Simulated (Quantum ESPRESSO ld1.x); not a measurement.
Results of a calculation; reference values are marked as such.
All-electron atom: Ce XXI in [Kr] 4d2. Level of theory: Dirac Kohn-Sham, relativistic LDA (MacDonald-Vosko exchange, VWN5 correlation), spin-unpolarised, spherical densities, point nucleus; open shells are shared between the two j in proportion to 2j + 1 (ld1.x of Quantum ESPRESSO 7.5).

Spin-orbit splittings of the eigenvalues, e(l+1/2) - e(l-1/2), with zeta = 2 splitting/(2l+1) and mean radii in bohr:

| shell | occ. | splitting (eV) | zeta (eV) | <r> j=l-1/2 | <r> j=l+1/2 |
|---|---|---|---|---|---|
| 2p | 6 | 442.4 | 294.9 | 0.08812 | 0.09428 |
| 3p | 6 | 88.39 | 58.93 | 0.2667 | 0.2786 |
| 3d | 10 | 19.25 | 7.702 | 0.2487 | 0.2524 |
| 4p | 6 | 23.13 | 15.42 | 0.6051 | 0.6250 |
| 4d | 2 | 4.674 | 1.870 | 0.6356 | 0.6414 |
| 5p | 0 | 8.773 | 5.849 | 1.114 | 1.141 |
